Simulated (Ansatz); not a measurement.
`FCC(F)=C(F)F` + H₂O → `OC(F)=C(F)F` + `CF` at 700 K and 1 bar (formal hydrolysis of a C–C bond).

Calculated with Ansatz (gas phase, PBE0-D4/def2-TZVP geometries, no zero-point term in ΔE). CCSD(T)/CBS adds triple-zeta CCSD(T) − MP2 to the extrapolated MP2 energy (def2 sets, frozen cores). This one scheme is used for every species. Each species was taken in one conformer, which may not be the lowest.

```json
{"species": "`FCC(F)=C(F)F`", "CCSD(T)/CBS energy (Eh)": "-514.46259", "H − E (kJ/mol)": "205.1", "S (J/(mol·K))": "450.3"}
{"species": "H₂O", "CCSD(T)/CBS energy (Eh)": "-76.37941", "H − E (kJ/mol)": "80.5", "S (J/(mol·K))": "218.4"}
{"species": "`OC(F)=C(F)F`", "CCSD(T)/CBS energy (Eh)": "-451.18678", "H − E (kJ/mol)": "150.5", "S (J/(mol·K))": "410.6"}
{"species": "`CF`", "CCSD(T)/CBS energy (Eh)": "-139.63461", "H − E (kJ/mol)": "133.6", "S (J/(mol·K))": "263.9"}
```

H − E and S are ideal-gas, rigid-rotor, harmonic terms from PBE0-D4/def2-TZVP, for one conformer and one mirror image of each species. 1 Eh = 2625.50 kJ/mol, R = 8.31446 J/(mol·K).

Problem. By hand: ΔE, ΔH, ΔS and ΔG.

Solution. ΔE = (-451.18678) + (-139.63461) − (-514.46259) − (-76.37941) = 0.02061 Eh = 54.1 kJ/mol. Δ(H − E) = 150.5 + 133.6 − 205.1 − 80.5 = -1.5, so ΔH = 52.6 kJ/mol. ΔS = 410.6 + 263.9 − 450.3 − 218.4 = 5.8 J/(mol·K). ΔG = 52.6 − 700 × (5.8)/1000 = 48.5 kJ/mol.

Problem. By hand: the equilibrium constant, and the temperature at which ΔG would vanish if ΔH and ΔS stayed fixed.

Solution. log₁₀ K = −ΔG/(RT ln 10) = -3.6. ΔG = 0 at ΔH/ΔS = 9069 K, far beyond where these terms or the molecules hold.

The number of gas molecules stays the same, so ΔS is small and ΔH decides. A doubt of 5 kJ/mol in ΔE shifts log₁₀ K by 0.4 here. Other conformers and mirror images would add mixing entropy, several J/(mol·K) or more a flexible species. These are equilibria of isolated gas molecules and say nothing of rates. Largest T1 diagnostic: 0.013 (customary marks: 0.02 for closed shells, 0.045 for open ones).
